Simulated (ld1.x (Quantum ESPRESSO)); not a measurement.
What the settings do to the RRKJ potential of boron

Base potential:

```
Element                 : boron
Generator               : ld1.x (Quantum ESPRESSO) 7.5
Type                    : norm-conserving RRKJ (Kleinman–Bylander form)
Functional              : PBE
Relativity              : scalar-relativistic
Frozen core             : [He]
Valence charge          : 3
Reference configuration : 2s2 2p0 (charge +1)
Partial waves           : 2s (bound): rc 1.55 bohr; 2p (bound, empty): rc 2.85 bohr
Local potential         : all-electron potential smoothed inside 2.65 bohr (lloc = -2)
Core correction         : none
rho0                    : 0.01
```

Cutoffs, loose and tight: the cutoffs (Ry, on a coarse ladder) from which the occupation-weighted sum of valence levels, in a spherical-Bessel basis at the reference potential, stays within 10 and 1 mRy of its value at 400 Ry. They do not see the model core or the augmentation charge, which bear on the density cutoff. Test errors are all-electron minus pseudo excitation energies from the reference, over the configurations 2s2 2p1; 2s1 2p0; 2s2 2p0.5; 2s1 2p1; 2s2 2p1.3; 2s1 2p2; 2s0 2p3. A dash means not determined; rows that change the core or the reference have their own tests.

```tsv
change	outcome	cutoff, loose	cutoff, tight	bound ghosts	largest test error (meV)
base	generated	30 Ry	40 Ry	none	+162
wave 2p (bound): rc 2.85 bohr becomes 2p (bound): rc 3.34 bohr	generated	30 Ry	40 Ry	none	+421
all radii scaled by about 0.85 (s 1.32, p 2.44 bohr); local potential all-electron potential smoothed inside 2.26 bohr (lloc = -2)	generated	30 Ry	40 Ry	none	+134
local potential all-electron potential smoothed inside 2.55 bohr (lloc = -1)	generated	30 Ry	40 Ry	none	+169
reference 2s2 2p0.75	generated	25 Ry	35 Ry	none	+249
core correction a·sin(br)/r model core inside 1.58 bohr	generated	30 Ry	40 Ry	none	+162
functional PW91	generated	30 Ry	40 Ry	none	+155
local potential all-electron potential smoothed inside 1.76 bohr (lloc = -2)	generated	30 Ry	40 Ry	none	+170
all radii scaled by about 1.19 (s 1.84, p 3.38 bohr); local potential all-electron potential smoothed inside 3.14 bohr (lloc = -2)	generated	30 Ry	35 Ry	none	+409
```

Q: What comes out with this change to the base: wave 2s (bound): rc 1.55 bohr becomes 2s (bound): rc 2.14 bohr?

A: outcome: generated; cutoff, loose: 25 Ry; cutoff, tight: 30 Ry; bound ghosts: none; largest test error (meV): +151.

Q: What comes out with this change to the base: all radii scaled by about 1.20 (s 1.86, p 3.44 bohr); local potential all-electron potential smoothed inside 3.18 bohr (lloc = -2)?

A: outcome: generated; cutoff, loose: 30 Ry; cutoff, tight: 35 Ry; bound ghosts: none; largest test error (meV): +467.
